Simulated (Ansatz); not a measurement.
Q: Name a neutral molecule of Al, B, C, N, O and H with LUMO energy (PBE0/def2-TZVPP) between -1.45 and -1.15 eV and HOMO energy (PBE/def2-TZVPP) between -5.95 and -5.65 eV (Ansatz, PBE0-D4/def2-TZVP geometry).

A: `CB1C(O)[N]1[AlH2]` (-1.37 eV, -5.70 eV). Other molecules can fit too; these were computed, each in one conformer that needn't be the lowest.
